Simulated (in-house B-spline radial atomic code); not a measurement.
Response of Rb+ as one setting changes: the radius of a hard wall (bohr). Method: TDHF. A dash marks a strongly mixed or unbound state. A box has no continuum, so excitations may lie above minus the highest level. Computed with a B-spline radial code for spherical atoms: linear response of the closed shell [Ar] 3d10 4s2 4p6 with bare exchange (time-dependent Hartree-Fock); scalar-relativistic (spin-free one-electron X2C), finite nucleus, no spin-orbit coupling, no double excitations, S, P, D and F terms only; shells from n = 2 respond. Only terms of natural parity with L up to 3 were computed.

| radius of a hard wall (bohr) | lowest 1P (eV) | lowest 3P, Tamm-Dancoff (eV) | minus highest occupied level (eV) | α (bohr³) |
| --- | --- | --- | --- | --- |
| 2.5 | 4p → 4d 41.63 | 4p → 4d 28.853 | 9.015 | 2.709 |
| 3 | 4p → 4d 35.25 | 4p → 4d 24.209 | 19.792 | 4.092 |
| 3.5 | ? | ? | ? | ? |
| 4 | - | 4p → 4d 19.962 | 26.126 | 6.725 |
| 4.5 | 4p → 5s 24.572 | 4p → 4d 18.980 | 26.925 | 7.672 |
| 5.5 | ? | ? | ? | ? |
| 6.5 | 4p → 5s 18.399 | - | 27.457 | 8.99 |
| 8 | 4p → 5s 17.607 | 4p → 5s 16.879 | 27.466 | 9.062 |
| 10 | 4p → 5s 17.409 | 4p → 5s 16.759 | 27.467 | 9.067 |
| 15 | 4p → 5s 17.385 | 4p → 5s 16.746 | 27.467 | 9.067 |

Q: What belongs in the row for 5.5?

A: lowest 1P (eV): 4p → 5s 20.075; lowest 3P, Tamm-Dancoff (eV): 4p → 4d 17.923; minus highest occupied level (eV): 27.387; α (bohr³): 8.687.

Q: What belongs in the row for 3.5?

A: lowest 1P (eV): 4p → 4d 31.13; lowest 3P, Tamm-Dancoff (eV): 4p → 4d 21.549; minus highest occupied level (eV): 24.239; α (bohr³): 5.491.
